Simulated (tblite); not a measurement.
Species: C7H11N.
Atom-mapped SMILES: `[H]/[N:8]=[CH:7]\[C@H:6]1[C:2](=[CH2:1])[CH2:3][CH2:4][CH2:5]1` (hydrogens: H9, H10 on C1; H11, H12 on C3; H13, H14 on C4; H15, H16 on C5; H17 on C6; H18 on C7; H19 on N8)

Computed geometry: GFN2-xTB, gas phase.

Problem. List the bond lengths, angles and torsions at this level.

Solution. 
| bond | length (Å) | order |
| --- | --- | --- |
| C1=C2 | 1.321 | double |
| C2–C3 | 1.505 | single |
| C3–C4 | 1.529 | single |
| C4–C5 | 1.528 | single |
| C5–C6 | 1.535 | single |
| C6–C7 | 1.505 | single |
| C7=N8 | 1.252 | double |
| C2–C6 | 1.514 | single |
| C1–H9 | 1.077 | single |
| C1–H10 | 1.077 | single |
| C3–H11 | 1.090 | single |
| C3–H12 | 1.094 | single |
| C4–H13 | 1.089 | single |
| C4–H14 | 1.091 | single |
| C5–H15 | 1.090 | single |
| C5–H16 | 1.092 | single |
| C6–H17 | 1.095 | single |
| C7–H18 | 1.086 | single |
| N8–H19 | 1.021 | single |

Orders are formal, as drawn. A selection of angles:
| angle | degrees |
| --- | --- |
| C2–C1–H9 | 122.0 |
| C2–C1–H10 | 121.6 |
| H9–C1–H10 | 116.5 |
| C1–C2–C3 | 126.0 |
| C1–C2–C6 | 124.7 |
| C3–C2–C6 | 109.3 |
| C2–C3–C4 | 104.7 |
| C2–C3–H11 | 112.2 |
| C2–C3–H12 | 108.9 |
| C4–C3–H11 | 113.0 |
| C4–C3–H12 | 110.3 |
| H11–C3–H12 | 107.8 |
| C3–C4–C5 | 103.6 |
| C3–C4–H13 | 112.7 |
| C3–C4–H14 | 110.0 |
| C5–C4–H13 | 112.2 |
| C5–C4–H14 | 110.1 |
| H13–C4–H14 | 108.1 |
| C4–C5–C6 | 104.4 |
| C4–C5–H15 | 112.7 |
| C4–C5–H16 | 110.0 |
| C6–C5–H15 | 112.1 |
| C6–C5–H16 | 109.4 |
| H15–C5–H16 | 108.3 |
| C5–C6–C7 | 111.7 |
| C5–C6–H17 | 112.3 |
| C7–C6–H17 | 109.0 |
| C2–C6–C5 | 104.4 |
| C2–C6–C7 | 108.1 |
| C2–C6–H17 | 111.3 |
| C6–C7–N8 | 128.2 |
| C6–C7–H18 | 115.6 |
| N8–C7–H18 | 116.3 |
| C7–N8–H19 | 114.9 |

Torsions: C1–C2–C3–C4 165° (antiperiplanar); C2–C3–C4–C5 32° (synclinal); C3–C4–C5–C6 -37° (synclinal); C4–C5–C6–C7 -88° (synclinal); C5–C6–C7–N8 -136° (anticlinal); C1–C2–C6–C5 172° (antiperiplanar); H19–N8–C7–C6 1° (synperiplanar).

N8 (imine nitrogen) is bent (angle 114.9°). Of the pairs four or more bonds apart, H17···H19 is among the closest relative to their van der Waals radii: 2.35 Å, 98 % of the sum of Bondi's values. The 5-membered ring C2–C3–C4–C5–C6 has internal angles of 103.6° to 109.3°; it is puckered, 0.16 Å rms from its mean plane, widest ring torsion 37°. The C–C distances run from 1.321 Å (C1=C2, drawn double) to 1.535 Å (C5–C6, drawn single), a spread of 0.214 Å.

Point group: C1 (no symmetry element, even within 0.4 Å). Its GFN2-xTB frequencies are all real (lowest 57 cm⁻¹). One conformer, not necessarily the lowest.
